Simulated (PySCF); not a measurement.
**SeH₃⁺, singlet: molecular constants**

Level of theory: PBE0 in PySCF with Se def2-TZVP, H def2-TZVP; no relativity; density-fitted integrals.

The structure is a minimum.

* Point group: C3v
* Bond lengths: Se–H 1.480 Å (×3)
* Bond angles: H–Se–H 92.6° (×3)
* Rotational symmetry number: 3
* Principal quadrupole moments (Buckingham, traceless) about the centre of mass: -1.62, 0.81, 0.81 D Å
* Highest occupied level: -17.36 eV
* Dipole moment about the centre of mass: 1.74 D
* Principal polarisabilities: 20.7, 22.3, 22.3 bohr³
* Enthalpy at 298.15 K above 0 K: 10.18 kJ/mol
* Zero-point energy: 61.6 kJ/mol
* Lowest empty level: -7.04 eV
* Rotational constants: 3.973, 3.973, 3.654 cm⁻¹
* Heat capacity Cp at 298.15 K: 37.7 J/(mol K)
* Entropy at 298.15 K and 1 bar: 222.8 J/(mol K)

Harmonic modes (masses in u: Se 79.917, H 1.008):
```
symmetry  ω (cm⁻¹)  IR (km/mol, summed over degenerate members)     type
      a1       952                                          4.7     bend
       e      1071                                          0.2     bend
      a1      2395                                         25.3  stretch
       e      2401                                         90.7  stretch
```

In C3v the vibrations span 2a1 + 2e.

Charges (e):
```csv
atom,Mulliken,Löwdin,polar tensor,Mayer order to Se1
Se1,0.21,0.63,0.60,–
"H2,3,4",0.26,0.12,0.13,0.92
```

Mulliken populations on Se1: s 7.86, p 15.78, d 10.13, f 0.01.

Counting electrons, selenium keeps 2 of its valence electrons outside its bonds, so the VSEPR class is AX3E1 and the expected shape is trigonal pyramidal (C3v), as computed. The angle of 93° is close to 90°: the heavy centre bonds with nearly pure p orbitals and keeps its lone pair s-like.

This need not be the most stable arrangement of these atoms.

The final relaxation and frequency run took 11 s on 2 threads of a shared Arm Neoverse N1 host, with 66 basis functions and 7 gradients; the process peaked at 0.81 GiB. Launch command: `OMP_NUM_THREADS=2 python axn.py task.json out`.
